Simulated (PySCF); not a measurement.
(trifluorovinyl)benzene, C₈H₅F₃.
Atom-mapped SMILES: `[F:1][C:2]([F:3])=[C:4]([F:5])[c:6]1[cH:7][cH:8][cH:9][cH:10][cH:11]1`

Probes without a nucleus sit at each ring's centroid and 1 Å off its mean plane on both sides; NICS is minus the shielding there, NICSzz its component along the normal. Level: GIAO PBE/pcSseg-2 (PySCF, non-relativistic, gas phase) on the PBE0-D3(BJ)/def2-SVP geometry, one conformer.

Ring bond lengths (Å): C6–C7 1.404, C7–C8 1.391, C8–C9 1.393, C9–C10 1.395, C10–C11 1.390, C11–C6 1.406.

Q: What do the NICS probes read (ppm)?

A: 
```tsv
ring	type	NICS(0)	NICS(1), two faces	NICS(1)zz, two faces	rms pucker (Å)	centre to ring atoms, mean (Å)
C6–C7–C8–C9–C10–C11	6-membered carbocycle; formal bonds all aromatic	-7.2	-9.0 / -9.1	-25.9 / -26.1	0.00	1.40
```

Q: What can be read from them?

A: 
- C6–C7–C8–C9–C10–C11: mean NICS(1)zz -26.0 ppm, shielded. The ring is flat and has no four-coordinate atom; by the NICS criterion it is aromatic.

Q: And the bond-length index? HOMA = 1 − mean of α(R − Ropt)² over the ring bonds, with Krygowski's 1993 parameters (CC: Ropt 1.388 Å, α 257.7 Å⁻²).

A: 
- C6–C7–C8–C9–C10–C11: HOMA 0.97 = 1 − EN − GEO, with mean bond length 1.397 Å, EN = α(Ropt − mean)² = 0.019 and GEO = α × variance = 0.010. The geometric and the magnetic index point the same way.

Q: At the second NICS(1) probe listed for ring C6–C7–C8–C9–C10–C11, 1 Å off the ring, what do the in-plane components average?

A: The isotropic value is a third of the trace: (3 × -9.1 − (-26.1))/2 = -0.6 ppm.

Q: Give the inner angles of the rings.

A: 
- C6–C7–C8–C9–C10–C11: C6 118.8°, C7 120.6°, C8 120.3°, C9 119.4°, C10 120.8°, C11 120.1°; sum 720.0° against 720° for a flat convex ring.

Q: What are the shieldings of the ring atoms and their hydrogens in the same run (means over atoms taken as equivalent)?

A: 
| atoms | environment | σ isotropic (ppm) |
| --- | --- | --- |
| C6 | substituted aromatic carbon | 42.1 |
| C7 (×2) | aromatic CH carbon | 49.8 |
| C8 (×2) | aromatic CH carbon | 43.0 |
| C9 | aromatic CH carbon | 45.0 |
| H on C7 (×2) | aromatic hydrogen | 23.45 |
| H on C8 (×2) | aromatic hydrogen | 23.63 |
| H on C9 | aromatic hydrogen | 23.79 |

Q: How do the values depend on the level or the medium?

A: 
```csv
level,"NICS(0), C6–C7–C8–C9–C10–C11","mean NICS(1)zz, C6–C7–C8–C9–C10–C11"
"PBE/pcSseg-2, gas",-7.2,-26.0
"PBE0/pcSseg-1, gas",-8.2,-27.2
```

The geometry is the same throughout.

Shape of the structure used: `[F:1][C:2]([F:3])=[C:4]([F:5])[c:6]1[cH:7][cH:8][cH:9][cH:10][cH:11]1`: C2–C4–C6–C7 -178°.
